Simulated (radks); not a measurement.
Values are calculated unless marked as measured or tabulated.
All-electron atom: Pt in [Xe] 4f14 5d8 6s2 (not the ground configuration).

Level of theory: Dirac Kohn-Sham, PBE, spin-unpolarised, spherical densities, finite nucleus; open shells fill j = l - 1/2 first; Fermi nuclear charge, rms radius 5.427 fm (a radial shooting solver on a logarithmic mesh with Libxc functionals).

Energy parts (hartree):
part                       energy
total                 -18442.8836
kinetic                21087.9743
electron-nucleus      -46355.0694
Hartree                 7181.2204
exchange-correlation    -357.0089

Orbitals (lengths in bohr, moments of r in powers of bohr; r(max) is where P^2 peaks):
[
 {"orbital": "1s1/2", "occ.": "2", "eigenvalue (hartree)": "-2876.543", "<r^2>": "0.0004063", "<r^4>": "4.524e-07", "r(max)": "0.01062", "<1/r>": "93.89", "small-component weight": "8.74e-02"},
 {"orbital": "2s1/2", "occ.": "2", "eigenvalue (hartree)": "-505.0528", "<r^2>": "0.006146", "<r^4>": "0.00006623", "r(max)": "0.06144", "<1/r>": "23.03", "small-component weight": "2.00e-02"},
 {"orbital": "2p1/2", "occ.": "2", "eigenvalue (hartree)": "-484.2046", "<r^2>": "0.004356", "<r^4>": "0.00003944", "r(max)": "0.04532", "<1/r>": "23.00", "small-component weight": "2.01e-02"},
 {"orbital": "2p3/2", "occ.": "4", "eigenvalue (hartree)": "-420.6710", "<r^2>": "0.005546", "<r^4>": "0.00006034", "r(max)": "0.05259", "<1/r>": "18.86", "small-component weight": "1.79e-02"},
 {"orbital": "3s1/2", "occ.": "2", "eigenvalue (hartree)": "-118.6969", "<r^2>": "0.03995", "<r^4>": "0.002415", "r(max)": "0.1729", "<1/r>": "8.457", "small-component weight": "6.66e-03"},
 {"orbital": "3p1/2", "occ.": "2", "eigenvalue (hartree)": "-109.3065", "<r^2>": "0.03647", "<r^4>": "0.002110", "r(max)": "0.1614", "<1/r>": "8.372", "small-component weight": "6.61e-03"},
 {"orbital": "3p3/2", "occ.": "4", "eigenvalue (hartree)": "-95.34040", "<r^2>": "0.04292", "<r^4>": "0.002888", "r(max)": "0.1762", "<1/r>": "7.295", "small-component weight": "5.98e-03"},
 {"orbital": "3d3/2", "occ.": "4", "eigenvalue (hartree)": "-79.65361", "<r^2>": "0.03299", "<r^4>": "0.001924", "r(max)": "0.1374", "<1/r>": "7.192", "small-component weight": "5.86e-03"},
 {"orbital": "3d5/2", "occ.": "6", "eigenvalue (hartree)": "-76.64316", "<r^2>": "0.03474", "<r^4>": "0.002115", "r(max)": "0.1415", "<1/r>": "6.945", "small-component weight": "5.69e-03"},
 {"orbital": "4s1/2", "occ.": "2", "eigenvalue (hartree)": "-25.57897", "<r^2>": "0.1946", "<r^4>": "0.05481", "r(max)": "0.3904", "<1/r>": "3.573", "small-component weight": "2.24e-03"},
 {"orbital": "4p1/2", "occ.": "2", "eigenvalue (hartree)": "-21.58876", "<r^2>": "0.1989", "<r^4>": "0.05878", "r(max)": "0.3889", "<1/r>": "3.464", "small-component weight": "2.15e-03"},
 {"orbital": "4p3/2", "occ.": "4", "eigenvalue (hartree)": "-18.26293", "<r^2>": "0.2321", "<r^4>": "0.07991", "r(max)": "0.4194", "<1/r>": "3.090", "small-component weight": "1.91e-03"},
 {"orbital": "4d3/2", "occ.": "4", "eigenvalue (hartree)": "-11.71591", "<r^2>": "0.2467", "<r^4>": "0.09702", "r(max)": "0.4130", "<1/r>": "2.884", "small-component weight": "1.71e-03"},
 {"orbital": "4d5/2", "occ.": "6", "eigenvalue (hartree)": "-11.09738", "<r^2>": "0.2587", "<r^4>": "0.1066", "r(max)": "0.4225", "<1/r>": "2.797", "small-component weight": "1.65e-03"},
 {"orbital": "4f5/2", "occ.": "6", "eigenvalue (hartree)": "-2.73572", "<r^2>": "0.3199", "<r^4>": "0.2148", "r(max)": "0.3828", "<1/r>": "2.408", "small-component weight": "1.27e-03"},
 {"orbital": "4f7/2", "occ.": "8", "eigenvalue (hartree)": "-2.60878", "<r^2>": "0.3293", "<r^4>": "0.2282", "r(max)": "0.3874", "<1/r>": "2.373", "small-component weight": "1.24e-03"},
 {"orbital": "5s1/2", "occ.": "2", "eigenvalue (hartree)": "-3.82424", "<r^2>": "1.018", "<r^4>": "1.511", "r(max)": "0.8699", "<1/r>": "1.435", "small-component weight": "5.52e-04"},
 {"orbital": "5p1/2", "occ.": "2", "eigenvalue (hartree)": "-2.54929", "<r^2>": "1.206", "<r^4>": "2.200", "r(max)": "0.9215", "<1/r>": "1.307", "small-component weight": "4.69e-04"},
 {"orbital": "5p3/2", "occ.": "4", "eigenvalue (hartree)": "-1.99736", "<r^2>": "1.449", "<r^4>": "3.212", "r(max)": "1.002", "<1/r>": "1.171", "small-component weight": "3.97e-04"},
 {"orbital": "5d3/2", "occ.": "4", "eigenvalue (hartree)": "-0.32415", "<r^2>": "3.058", "<r^4>": "18.67", "r(max)": "1.229", "<1/r>": "0.8315", "small-component weight": "2.07e-04"},
 {"orbital": "5d5/2", "occ.": "4", "eigenvalue (hartree)": "-0.27241", "<r^2>": "3.379", "<r^4>": "23.43", "r(max)": "1.269", "<1/r>": "0.7941", "small-component weight": "1.91e-04"},
 {"orbital": "6s1/2", "occ.": "2", "eigenvalue (hartree)": "-0.23811", "<r^2>": "9.219", "<r^4>": "141.7", "r(max)": "2.333", "<1/r>": "0.4512", "small-component weight": "6.17e-05"}
]

The highest occupied level is 6s1/2 at -6.479 eV. Summed over all electrons, <r^2> = 63.95 bohr^2, which gives a Langevin (diamagnetic) susceptibility term of -50.6 x 10^-6 cm^3/mol. The electron density at the nucleus is 1.975e+06 e/bohr^3. The density falls to 0.001 e/bohr^3 at r = 4.45 bohr.
